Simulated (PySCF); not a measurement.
C₂H₂BF₃.
Atom-mapped SMILES: `[CH2:1]=[C:2]([F:3])[B:4]([F:5])[F:6]` (hydrogens: H7, H8 on C1)

Computed by this run: PBE0-D3(BJ)/def2-SVP geometry optimisation, gas phase in PySCF 2.14.0; density fitting, grid level 1; the optimiser is geomeTRIC in internal coordinates, started from a GFN2-xTB structure with every atom displaced at random (about 0.01 Å).

Step 0: E = -10916.5647 eV
```
atom  x, y, z in Å  |  force x, y, z in eV/Å
C1     -1.2315    0.1380   -0.3150   -1.391   1.924   1.121
C2     -0.0314   -0.3602   -0.3478    2.411  -1.260  -0.252
F3      0.1864   -1.3790   -1.2146    0.399   0.223   0.354
B4      1.2104    0.1137    0.5428   -2.037   0.524  -0.280
F5      2.3774   -0.4119    0.4844    1.305  -0.773  -0.217
F6      1.0253    1.1110    1.3893   -0.092   0.017  -0.010
H7     -1.4612    0.9754    0.3554    0.100  -0.159  -0.045
H8     -2.0224   -0.2030   -0.9412   -0.695  -0.496  -0.671
```

Step 1: E = -10916.6425 eV
```
atom  x, y, z in Å  |  force x, y, z in eV/Å
C1     -1.2283    0.1841   -0.3321    0.024  -0.803   0.062
C2      0.0036   -0.3403   -0.4039   -0.250   0.303  -0.052
F3      0.2960   -1.3274   -1.2572   -0.133  -0.047   0.170
B4      1.1536    0.1197    0.5395    0.510  -0.142  -0.353
F5      2.3182   -0.5070    0.5227   -0.261   0.187   0.141
F6      0.9943    1.1407    1.3549   -0.010  -0.011   0.069
H7     -1.3962    1.0023    0.3598   -0.113   0.161   0.154
H8     -2.0881   -0.2882   -0.8304    0.232   0.352  -0.191
```

Q: Estimate the geometry and energy of step 2. (The exact step hangs on the optimiser's Hessian estimate; all steps are aligned on step 1, rigid shifts and turns removed.)

A: E = -10916.6824 eV, largest force 0.252 eV/Å
```
atom  x, y, z in Å  |  force x, y, z in eV/Å
C1     -1.2362    0.1633   -0.3097    0.000   0.033   0.188
C2      0.0005   -0.3393   -0.3844   -0.250   0.033  -0.017
F3      0.2427   -1.3389   -1.2360    0.206  -0.135  -0.050
B4      1.1844    0.1235    0.5218    0.168  -0.115   0.056
F5      2.3500   -0.4918    0.5383   -0.170   0.034  -0.119
F6      1.0235    1.1428    1.3400   -0.060   0.103   0.020
H7     -1.4557    0.9739    0.3875    0.042   0.003  -0.014
H8     -2.0562   -0.2494   -0.9045    0.064   0.044  -0.064
```

The energy changes by -0.0399 eV. The first-order estimate −F·Δx gives -0.0875 eV and the mean of the old and new forces, exact on a quadratic surface, -0.0408 eV. The step makes an angle of 63° with the force vector and moves no atom by more than 0.089 Å.

The cost below is that of the whole optimisation. The run took 25 s on an Arm Neoverse V2 with one thread, no GPU, shared host with 32 logical CPUs at a one-minute load of 26, and the process peaked at 0.38 GiB of memory.
